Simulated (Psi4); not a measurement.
Cl4Ti, singlet, geometry from GFN2-xTB (such geometries of metal compounds can be far from the true shape), atoms displaced at random by about 0.03 Å a coordinate; B3LYP/STO-3G, gradient in Psi4 1.11.

Psi4 was given this input:
```
memory 2 GB

molecule mol {
0 1
  Ti    0.030860   -0.017704   -0.043113
  Cl    1.664270   -0.512637   -1.068513
  Cl    0.567606    0.484054    1.927463
  Cl   -0.907773    1.679810   -0.893444
  Cl   -1.314822   -1.537589    0.028070
symmetry c1
no_reorient
no_com
}

set basis sto-3g
set reference rks

gradient('b3lyp')
print_variables()
```

It wrote (shortened):

```
gradient() will perform analytic gradient computation.

   => Loading Basis Set <=

    Name: STO-3G
    Role: ORBITAL
    Keyword: BASIS

         ---------------------------------------------------------
                                   SCF
               by Justin Turney, Rob Parrish, Andy Simmonett
                          and Daniel G. A. Smith
                              RKS Reference
         ---------------------------------------------------------

  ==> Geometry <==

    Molecular point group: c1
    Full point group: C1

    Geometry (in Angstrom), charge = 0, multiplicity = 1:

       Center              X                  Y                   Z               Mass
    ------------   -----------------  -----------------  -----------------  -----------------
         TI           0.030860000000    -0.017704000000    -0.043113000000    47.947941980000
         CL           1.664270000000    -0.512637000000    -1.068513000000    34.968852682000
         CL           0.567606000000     0.484054000000     1.927463000000    34.968852682000
         CL          -0.907773000000     1.679810000000    -0.893444000000    34.968852682000
         CL          -1.314822000000    -1.537589000000     0.028070000000    34.968852682000

  Running in c1 symmetry.

  Rotational constants: A =      0.04316  B =      0.04237  C =      0.04218 [cm^-1]
  Rotational constants: A =   1293.85472  B =   1270.27394  C =   1264.55389 [MHz]
  Nuclear repulsion =  657.125755935544930

  Charge       = 0
  Multiplicity = 1
  Electrons    = 90
  Nalpha       = 45
  Nbeta        = 45

  ==> Algorithm <==

  SCF Algorithm Type is DF.
  DIIS enabled.
  MOM disabled.
  Fractional occupation disabled.
  Guess Type is SAD.
  Energy threshold   = 1.00e-08
  Density threshold  = 1.00e-08
  Integral threshold = 1.00e-12

  ==> Primary Basis <==

  Basis Set: STO-3G
    Blend: STO-3G
    Number of shells: 28
    Number of basis functions: 54
    Number of Cartesian functions: 55
    Spherical Harmonics?: true
    Max angular momentum: 2

  ==> DFT Potential <==

   => LibXC <=

    Version 7.1.2
    S. Lehtola, C. Steigemann, M. J. T. Oliveira, and M. A. L. Marques,  SoftwareX 7, 1–5 (2018) (10.1016/j.softx.2017.11.002)

   => Composite Functional: B3LYP <=

    B3LYP Hyb-GGA Exchange-Correlation Functional

    P. J. Stephens, F. J. Devlin, C. F. Chabalowski, and M. J. Frisch,  J. Phys. Chem. 98, 11623 (1994) (10.1021/j100096a001)

    Deriv               =              1
    GGA                 =           TRUE
    Meta                =          FALSE

    Exchange Hybrid     =           TRUE
    MP2 Hybrid          =          FALSE

   => Exchange Functionals <=

    0.0800   Slater exchange
    0.7200         Becke 88

   => Exact (HF) Exchange <=

    0.2000               HF

   => Correlation Functionals <=

    0.1900   Vosko, Wilk & Nusair (VWN5_RPA)
    0.8100   Lee, Yang & Parr

   => LibXC Density Thresholds  <==

    XC_HYB_GGA_XC_B3LYP:  1.00E-15

   => Molecular Quadrature <=

    Radial Scheme          =       TREUTLER
    Pruning Scheme         =           NONE
    Nuclear Scheme         =       TREUTLER

    Blocking Scheme        =         OCTREE
    BS radius alpha        =              1
    Pruning alpha          =              1
    Radial Points          =             75
    Spherical Points       =            302
    Total Points           =         101247
    Total Blocks           =            822
    Max Points             =            256
    Max Functions          =             44
    Weights Tolerance      =       1.00E-15

   => Loading Basis Set <=

    Name: (STO-3G AUX)
    Role: JKFIT
    Keyword: DF_BASIS_SCF

  ==> Integral Setup <==

  SCF_SUBTYPE=INCORE selected. In-core MEM_DF algorithm will be used.
  Using in-core AOs.

  ==> MemDFJK: Density-Fitted J/K Matrices <==

    J tasked:                   Yes
    K tasked:                   Yes
    wK tasked:                   No
    Algorithm:                 Core
    Schwarz Cutoff:           1E-12
    Mask sparsity (%):      15.3635
    Fitting Condition:        1E-10

   => Auxiliary Basis Set <=

  Basis Set: (STO-3G AUX)
    Blend: DEF2-UNIVERSAL-JKFIT
    Number of shells: 210
    Number of basis functions: 776
    Number of Cartesian functions: 997
    Spherical Harmonics?: true
    Max angular momentum: 6

  Minimum eigenvalue in the overlap matrix is 1.7956339561E-01.
  Reciprocal condition number of the overlap matrix is 8.6324411226E-02.
    Using symmetric orthogonalization.

  ==> Pre-Iterations <==

  SCF Guess: Superposition of Atomic Densities via on-the-fly atomic UHF (no occupation information).

   -------------------------
    Irrep   Nso     Nmo
   -------------------------
     A         54      54
   -------------------------
    Total      54      54
   -------------------------

  ==> Iterations <==

                           Total Energy        Delta E     RMS |[F,P]|

   @DF-RKS iter SAD: -2661.02110346299560   -2.66102e+03   0.00000e+00
   @DF-RKS iter   1: -2661.57642227836322   -5.55319e-01   1.00392e-02 DIIS/ADIIS
   @DF-RKS iter   2: -2659.57005981167185    2.00636e+00   3.84196e-02 DIIS/ADIIS
   @DF-RKS iter   3: -2661.78330778363625   -2.21325e+00   5.27510e-03 DIIS/ADIIS
   @DF-RKS iter   4: -2661.83420535919595   -5.08976e-02   3.92174e-04 DIIS/ADIIS
   @DF-RKS iter   5: -2661.83465118991080   -4.45831e-04   9.33041e-05 DIIS
   @DF-RKS iter   6: -2661.83466933815725   -1.81482e-05   2.73753e-06 DIIS
   @DF-RKS iter   7: -2661.83466935117349   -1.30162e-08   9.85159e-07 DIIS
   @DF-RKS iter   8: -2661.83466935318620   -2.01271e-09   2.74601e-07 DIIS
   @DF-RKS iter   9: -2661.83466935334491   -1.58707e-10   6.42296e-08 DIIS
   @DF-RKS iter  10: -2661.83466935335355   -8.64020e-12   7.37207e-09 DIIS
  Energy and wave function converged.

  ==> Post-Iterations <==

   Electrons on quadrature grid:
      Ntotal   =   89.9999948454 ; deviation = -5.155e-06

    Orbital Energies [Eh]
    ---------------------

    Doubly Occupied:

[...]
    Virtual:

[...]
    Final Occupation by Irrep:
              A
    DOCC [    45 ]
    NA   [    45 ]
    NB   [    45 ]

  @DF-RKS Final Energy: -2661.83466935335355

   => Energetics <=

    Nuclear Repulsion Energy =            657.1257559355449303
    One-Electron Energy =               -4975.4124543082862147
    Two-Electron Energy =                1780.7124593443531921
    DFT Exchange-Correlation Energy =    -124.2604303249648439
    Empirical Dispersion Energy =           0.0000000000000000
    VV10 Nonlocal Energy =                  0.0000000000000000
    Total Energy =                      -2661.8346693533535472

Computation Completed

Properties will be evaluated at   0.000000,   0.000000,   0.000000 [a0]

Properties computed using the SCF density matrix

 Multipole Moments:

 ------------------------------------------------------------------------------------
     Multipole            Electronic (a.u.)      Nuclear  (a.u.)        Total (a.u.)
 ------------------------------------------------------------------------------------

 L = 1.  Multiply by 2.5417464519 to convert [e a0] to [Debye]
 Dipole X            :         -1.4526523            1.5811282            0.1284758
 Dipole Y            :         -3.1406536            2.9146342           -0.2260194
 Dipole Z            :          1.8431048           -1.9987520           -0.1556472
 Magnitude           :                                                    0.3030130

 ------------------------------------------------------------------------------------

         ------------------------------------------------------------
                                   SCF GRAD
                          Rob Parrish, Justin Turney,
                       Andy Simmonett, and Alex Sokolov
         ------------------------------------------------------------

  ==> Geometry <==

    Molecular point group: c1
    Full point group: C1

    Geometry (in Angstrom), charge = 0, multiplicity = 1:

       Center              X                  Y                   Z               Mass
    ------------   -----------------  -----------------  -----------------  -----------------
         TI           0.030860000000    -0.017704000000    -0.043113000000    47.947941980000
         CL           1.664270000000    -0.512637000000    -1.068513000000    34.968852682000
         CL           0.567606000000     0.484054000000     1.927463000000    34.968852682000
         CL          -0.907773000000     1.679810000000    -0.893444000000    34.968852682000
         CL          -1.314822000000    -1.537589000000     0.028070000000    34.968852682000

  Nuclear repulsion =  657.125755935544930

  ==> Basis Set <==

  Basis Set: STO-3G
    Blend: STO-3G
    Number of shells: 28
    Number of basis functions: 54
    Number of Cartesian functions: 55
    Spherical Harmonics?: true
    Max angular momentum: 2

  ==> DFJKGrad: Density-Fitted SCF Gradients <==

    Gradient:                    1
    J tasked:                  Yes
    K tasked:                  Yes
    wK tasked:                  No
    Integrals threads:           1
    Schwarz Cutoff:          1E-12
    Fitting Condition:       1E-10

   => Auxiliary Basis Set <=

  Basis Set: (STO-3G AUX)
    Blend: DEF2-UNIVERSAL-JKFIT
    Number of shells: 210
    Number of basis functions: 776
    Number of Cartesian functions: 997
    Spherical Harmonics?: true
    Max angular momentum: 6

  ==> DFT Potential <==

   => LibXC <=

    Version 7.1.2
    S. Lehtola, C. Steigemann, M. J. T. Oliveira, and M. A. L. Marques,  SoftwareX 7, 1–5 (2018) (10.1016/j.softx.2017.11.002)

   => Composite Functional: B3LYP <=

    B3LYP Hyb-GGA Exchange-Correlation Functional

    P. J. Stephens, F. J. Devlin, C. F. Chabalowski, and M. J. Frisch,  J. Phys. Chem. 98, 11623 (1994) (10.1021/j100096a001)

    Deriv               =              1
    GGA                 =           TRUE
    Meta                =          FALSE

    Exchange Hybrid     =           TRUE
    MP2 Hybrid          =          FALSE

   => Exchange Functionals <=

    0.0800   Slater exchange
    0.7200         Becke 88

   => Exact (HF) Exchange <=

    0.2000               HF

   => Correlation Functionals <=

    0.1900   Vosko, Wilk & Nusair (VWN5_RPA)
    0.8100   Lee, Yang & Parr

   => LibXC Density Thresholds  <==

    XC_HYB_GGA_XC_B3LYP:  1.00E-15

   => Molecular Quadrature <=

    Radial Scheme          =       TREUTLER
    Pruning Scheme         =           NONE
    Nuclear Scheme         =       TREUTLER

    Blocking Scheme        =         OCTREE
    BS radius alpha        =              1
    Pruning alpha          =              1
    Radial Points          =             75
    Spherical Points       =            302
    Total Points           =         101247
    Total Blocks           =            822
    Max Points             =            256
    Max Functions          =             44
    Weights Tolerance      =       1.00E-15

  -Total Gradient:
     Atom            X                  Y                   Z
    ------   -----------------  -----------------  -----------------
       1        0.042884029596    -0.068972024324    -0.042277965101
       2       -0.100566176022     0.031762484949     0.064660901022
       3       -0.010722516723    -0.007776895447    -0.034697129344
       4        0.011903311930    -0.022456830802     0.013528388470
       5        0.056594681178     0.067705348572    -0.001131321109

  Variable Map:
  ----------------------------------------------------------------------------
[...]
  Array Variable Map:
  ----------------------------------------------------------------------------
[...]
[...]
```
